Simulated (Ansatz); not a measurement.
Ansatz (a quantum-chemistry and plane-wave program) input (B3LYP/LANL2DZ): The .json file is the Basis Set Exchange's LANL2DZ.

Ansatz 0.2 input:
```yaml
crystal:
  periodic: [false, false, false]
  atoms:
    - {symbol: Cl, position_ang: [-0.29492400, 2.57264200, -0.12549500]}
    - {symbol: Si, position_ang: [-0.06421200, 0.67406200, 0.65860900]}
    - {symbol: I, position_ang: [2.08477000, -0.27089000, -0.10518500]}
    - {symbol: I, position_ang: [-1.97321000, -0.73235100, -0.02853400]}
basis:
  gaussian:
    orbitals: LANL2DZ.json
hamiltonian:
  xc: {name: B3LYP}
magnetization: {spin_polarized: true, initial_magnetization: 1}
relax: {f_tol: 0.003, max_steps: 120}
```

From the output:

```
mean field -1133.03616617 eV, -41.6383111071 hartree, gradient 1.1e-5 eV, S^2 0.756101; 0 other end points of the search recorded, 0 dependent functions left out
the calculation of the forces begins
reference -1133.03640723 eV, -41.6383199659 hartree; 13, 12 occupied and 19, 20 virtual orbitals, 537 factors
relax step   2: F+E_penalty+E_count = -1133.03616617 eV  Δ(F+E_penalty+E_count) = -2.185e-1 eV  max|allowed force component| = 4.446e-1 eV/Å  Δτ_max = 0.1732 Å  (31 SCF iters, accepted)
these checks for a lower state are left out or cut short: starts, cluster_reference, orbital_swaps, neighbouring_geometries, increment
integrals: 0.01 GiB planned
537 factors; integrals over basis functions are off by at most 1.1e-4 eV
mean field: 0.13 GiB planned
mean field evaluation 32: about -1133.0572 eV, gradient 2.0e-5 eV
mean field -1133.05724124 eV, -41.6390856018 hartree, gradient 2.0e-5 eV, S^2 0.755446; 0 other end points of the search recorded, 0 dependent functions left out
the calculation of the forces begins
reference -1133.05748137 eV, -41.6390944264 hartree; 13, 12 occupied and 19, 20 virtual orbitals, 537 factors
relax step   3: F+E_penalty+E_count = -1133.05724124 eV  Δ(F+E_penalty+E_count) = -2.108e-2 eV  max|allowed force component| = 1.631e-1 eV/Å  Δτ_max = 0.0435 Å  (27 SCF iters, accepted)
these checks for a lower state are left out or cut short: starts, cluster_reference, orbital_swaps, neighbouring_geometries, increment
integrals: 0.01 GiB planned
537 factors; integrals over basis functions are off by at most 1.1e-4 eV
mean field: 0.13 GiB planned
mean field -1133.05918790 eV, -41.6391571402 hartree, gradient 9.0e-5 eV, S^2 0.755168; 0 other end points of the search recorded, 0 dependent functions left out
the calculation of the forces begins
reference -1133.05942761 eV, -41.6391659495 hartree; 13, 12 occupied and 19, 20 virtual orbitals, 537 factors
relax step   4: F+E_penalty+E_count = -1133.05918790 eV  Δ(F+E_penalty+E_count) = -1.947e-3 eV  max|allowed force component| = 1.230e-2 eV/Å  Δτ_max = 0.0172 Å  (26 SCF iters, accepted)
these checks for a lower state are left out or cut short: starts, cluster_reference, orbital_swaps, neighbouring_geometries, increment
integrals: 0.01 GiB planned
537 factors; integrals over basis functions are off by at most 1.1e-4 eV
mean field: 0.13 GiB planned
mean field -1133.05922611 eV, -41.6391585445 hartree, gradient 1.2e-5 eV, S^2 0.755196; 0 other end points of the search recorded, 0 dependent functions left out
the calculation of the forces begins
reference -1133.05946585 eV, -41.6391673548 hartree; 13, 12 occupied and 19, 20 virtual orbitals, 537 factors
relax step   5: F+E_penalty+E_count = -1133.05922611 eV  Δ(F+E_penalty+E_count) = -3.821e-5 eV  max|allowed force component| = 3.842e-3 eV/Å  Δτ_max = 0.0031 Å  (23 SCF iters, accepted)
these checks for a lower state are left out or cut short: starts, cluster_reference, orbital_swaps, neighbouring_geometries, increment
integrals: 0.01 GiB planned
537 factors; integrals over basis functions are off by at most 1.1e-4 eV
mean field: 0.13 GiB planned
mean field -1133.05922694 eV, -41.6391585748 hartree, gradient 2.3e-5 eV, S^2 0.755196; 0 other end points of the search recorded, 0 dependent functions left out
the calculation of the forces begins
reference -1133.05946668 eV, -41.6391673853 hartree; 13, 12 occupied and 19, 20 virtual orbitals, 537 factors
relax step   6: F+E_penalty+E_count = -1133.05922694 eV  Δ(F+E_penalty+E_count) = -8.243e-7 eV  max|allowed force component| = 4.755e-4 eV/Å  Δτ_max = 0.0004 Å  (19 SCF iters, accepted)
integrals: 0.01 GiB planned
537 factors; integrals over basis functions are off by at most 1.1e-4 eV
mean field: 0.13 GiB planned
mean field evaluation 64: about -1133.0592 eV, gradient 2.9e-4 eV
mean field -1133.05922694 eV, -41.6391585748 hartree, gradient 2.3e-5 eV, S^2 0.755196; 1 other end points of the search recorded, 0 dependent functions left out
the calculation of the forces begins
reference -1133.05946668 eV, -41.6391673853 hartree; 13, 12 occupied and 19, 20 virtual orbitals, 537 factors
Total energy: -1133.05946668 eV, -41.6391673853 hartree
Atom 0 at    -0.308055     2.685872    -0.138966 Å, force    -0.000047     0.000374    -0.000219 eV/Å
Atom 1 at    -0.062040     0.658371     0.679118 Å, force     0.000059    -0.000476     0.000270 eV/Å
Atom 2 at     2.195247    -0.307720    -0.110687 Å, force    -0.000012     0.000050    -0.000025 eV/Å
Atom 3 at    -2.072728    -0.793061    -0.030070 Å, force    -0.000001     0.000051    -0.000026 eV/Å
Dipole moment:     0.028546    -0.223471     0.165918 e Å
```

The geometry given is a B3LYP-D3(BJ)/def2-TZVP minimum.
